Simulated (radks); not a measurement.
The numbers below are computed, except where a source is named.
Ga IX, 23 electrons, occupied as [Ar] 3d5. Level of theory: non-relativistic Kohn-Sham, r2SCAN, spin-polarised, spherical densities, point nucleus; open shells are filled with parallel spins first; meta-GGA in the generalised Kohn-Sham scheme (a radial shooting solver on a logarithmic mesh with Libxc functionals). Some entries of the table are withheld. Estimate them.

orbital,occ.,eigenvalue (hartree),<1/r> (bohr^-1)
1s down,1,-378.9509,30.50
1s up,1,-378.9502,30.50
2s up,1,-52.95580,6.688
2s down,1,-52.69174,6.712
2p up,3,-47.64308,6.639
2p down,3,-47.44965,6.660
3s up,1,-12.03141,(1)
3s down,1,-11.63016,(2)
3p up,3,-10.25851,2.176
3p down,3,-9.84754,2.143
3d up,5,-7.23785,1.980
3d down,0,-6.78760,1.949

Answer. 
(1) 3s up <1/r> (bohr^-1): 2.274
(2) 3s down <1/r> (bohr^-1): 2.243
